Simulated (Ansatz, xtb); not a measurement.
**GeH4MgSi: 3 structures ranked**

3 gas-phase structures of GeH4MgSi, found in a search over its isomers (lower ones may exist). Each was relaxed with GFN2-xTB:

A. a singlet given by its coordinates
B. `[MgH][Ge][SiH3]`, a singlet
C. a singlet given by its coordinates

A (Å):

```xyz
7

Ge   -0.2652    1.4847   -0.2359
Mg   -2.5779    1.8410   -0.7550
Si   -1.1288    0.0205    1.4467
H    -1.8466    0.7996    2.5018
H    -0.1200   -0.7397    2.1965
H    -2.1333   -1.0080    1.0625
H    -0.4274    0.3014   -1.3807
```

Close contacts (Å): Ge1–Mg2 2.40, Ge1–Si3 2.39, Mg2–Si3 3.20, Ge1–H7 1.65, Si3–H4 1.50, Si3–H5 1.47, Si3–H6 1.49.

C (Å):

```yaml
atoms:
  - { symbol: Ge, position_ang: [-1.4550, 1.0492, -0.9251] }
  - { symbol: Mg, position_ang: [-2.3406, -0.7383, 0.6148] }
  - { symbol: Si, position_ang: [-0.7502, 1.4021, 1.2170] }
  - { symbol: H, position_ang: [-2.7341, -2.3410, 0.9303] }
  - { symbol: H, position_ang: [0.3764, 0.9394, 2.0749] }
  - { symbol: H, position_ang: [-1.2768, 2.5139, 2.0559] }
  - { symbol: H, position_ang: [-0.2885, -0.1127, -1.0635] }
```

Close contacts (Å): Ge1–Mg2 2.52, Ge1–Si3 2.28, Mg2–Si3 2.73, Ge1–H7 1.65, Mg2–H4 1.68, Si3–H5 1.49, Si3–H6 1.49.

Task: Estimate their order in r2SCAN-D4/def2-SVP//GFN2-xTB energy at these geometries, lowest first.

Result: Calculated order at r2SCAN-D4/def2-SVP//GFN2-xTB: A (0.0), C (7.4), B (27.1) kcal/mol.

Energies above the lowest of each column, in kcal/mol:

```csv
structure,GFN2-xTB,HF/STO-3G,r2SCAN-D4/def2-SVP//GFN2-xTB
A,0.0,0.0,0.0
C,9.6,16.5,7.4
B,21.8,27.0,27.1
```

Every level run on A puts it lowest or level with the lowest. Some further structures that were screened fall inside this span and aren't listed. Frequencies (r2SCAN-D4/def2-SVP) were run for A alone.

Programs: Ansatz 0.2.0, xtb 6.7.1.
